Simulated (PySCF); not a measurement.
HBF2Se, singlet, at a GFN2-xTB geometry.

Input for PySCF:
```python
from pyscf import gto, scf, mcscf
import numpy

mol = gto.Mole()
mol.atom = '''
    B     0.19929966   -0.58944236    0.70003787
    F     1.33433058   -1.24175642    0.78225807
    F    -0.67042407   -0.80051842    1.66336027
    Se   -0.16158961    0.59840763   -0.74153670
    H    -1.47761029    0.98182595   -0.29850667
'''
mol.basis = 'sto-3g'
mol.verbose = 4
mol.build()

mf = scf.RHF(mol)
mf.kernel()
mc = mcscf.CASCI(mf, 2, 2)
mc.fix_spin_(ss=0.0)
mc.kernel()
occ = numpy.linalg.eigvalsh(mc.fcisolver.make_rdm1(mc.ci, mc.ncas, mc.nelecas))[::-1]
ss = mc.fcisolver.spin_square(mc.ci, mc.ncas, mc.nelecas)[0]
print('natural occupations', occ.round(4), ' <S^2>', round(ss, 4))
```

Question: What SCF-reference HOMO-LUMO gap does CASCI(2,2)/STO-3G (PySCF) give?

Answer: 16.28 eV

Question: What number of basis functions does CASCI(2,2)/STO-3G give?

Answer: 34

Question: Predict the nuclear repulsion energy from CASCI(2,2)/STO-3G.

Answer: 233.9721 Eh

Question: Estimate the total energy that CASCI(2,2)/STO-3G returns for this input.

Answer: -2594.7288 Eh

Question: Give the SCF-reference dipole moment at the level CASCI(2,2)/STO-3G.

Answer: 1.16 D

Question: Estimate the SCF-reference Mulliken (on the basis functions themselves) charges in atom order that CASCI(2,2)/STO-3G returns for this input.

Answer: B1 0.45, F2 -0.20, F3 -0.20, Se4 -0.05, H5 0.00
